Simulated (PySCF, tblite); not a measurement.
Isomers of C6H6ClN, one GFN2-xTB conformer each. Single-point energies are computed at PBE0/pcSseg-1 (PySCF, gas phase, no added dispersion term), electronic only.

**Question.** Rank them by PBE0/pcSseg-1 energy, lowest first (kJ/mol).
A. `C=C1C[C@@H](Cl)[C@@H]1C#N`
B. `[CH:1]#[C:2][C@@H:3]([CH2:4][Cl:5])[CH2:6][C:7]#[N:8]` with C2–C3–C4–Cl5 60°, C2–C3–C6–C7 173°

**Answer.** A (0.0), B (64.4).

As drawn, the lower has a four-membered ring and a C=C bond outside aromatic rings, which the higher lacks; the higher has a C≡C bond, which the lower lacks. GFN2-xTB itself gives, in the same order: 0.0, 81.1. Both levels put the same isomer lowest.

**Question.** Which frontier levels, dipoles and rotational constants go with these structures?

**Answer.** 
| SMILES | HOMO (eV, PBE0/pcSseg-1) | LUMO (eV) | dipole (D) | A, B, C (MHz) |
| --- | --- | --- | --- | --- |
| C=C1C[C@@H](Cl)[C@@H]1C#N | -8.15 | -0.87 | 3.64 | 2393, 1329, 926.9 |
| C#C[C@@H](CCl)CC#N | -8.43 | 0.20 | 3.39 | 2180, 1289, 914.0 |

**Question.** What happens when harmonic zero-point energies from GFN2-xTB frequencies are added?

**Answer.** 
```tsv
SMILES	ZPE (kJ/mol)	electronic (kJ/mol)	with ZPE (kJ/mol)
C=C1C[C@@H](Cl)[C@@H]1C#N	268.1	0.0	0.0
C#C[C@@H](CCl)CC#N	263.4	64.4	59.7
```

The zero-point energies span 4.7 kJ/mol. The order is unchanged.

**Question.** As an exercise, what shares would exp(−E/RT) give at 2000 K from these electronic energies alone (no entropy, no degeneracies)?

**Answer.** RT = 16.629 kJ/mol: C=C1C[C@@H](Cl)[C@@H]1C#N 98.0 %, C#C[C@@H](CCl)CC#N 2.0 %.
